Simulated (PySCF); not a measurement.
Gas-phase reaction: TiF₄ + 4 NH₃ = Ti(NH₂)₄ + 4 F + 2 H₂

Computed with PySCF and rigid-rotor harmonic-oscillator thermochemistry at 1 bar. † marks an energy on the PBE0/def2-TZVP geometry and frequencies; other levels use their own. CCSD(T) freezes the core. Open shells (unrestricted): F (multiplicity 2); the rest are closed-shell singlets. Spin-orbit splitting is ignored; it lowers the true energy and changes the entropy of F. Ti(NH₂)₄: computed as isolated molecules; such fragments, hydroxides, amides, oligomers or adducts are transient or little studied in the gas. CCSD(T) isn't extrapolated to the basis-set limit. Warning, large T1 diagnostic: Ti(NH₂)₄, TiF₄ (CCSD(T)/def2-SVP†).

| level | ΔH°(298 K), kJ |
|---|---|
| BLYP/def2-TZVP† | 1825 |
| CCSD(T)/def2-SVP† | 1699 |
| M06-2X/def2-TZVP† | 1728 |
| PBE/def2-SVP | (withheld) |
| PBE/def2-TZVP† | 1864 |
| PBE0/def2-SVP† | 1759 |
| PBE0/def2-TZVP | (withheld) |
| r2SCAN/def2-TZVP† | (withheld) |
| ωB97M-V/def2-TZVP† | 1777 |
| ωB97X-V/def2-TZVP† | (withheld) |

Q: What belongs in the gaps?

A: 
- PBE/def2-SVP, ΔH°(298 K), kJ: 1877
- PBE0/def2-TZVP, ΔH°(298 K), kJ: 1766
- r2SCAN/def2-TZVP†, ΔH°(298 K), kJ: 1791
- ωB97X-V/def2-TZVP†, ΔH°(298 K), kJ: 1783
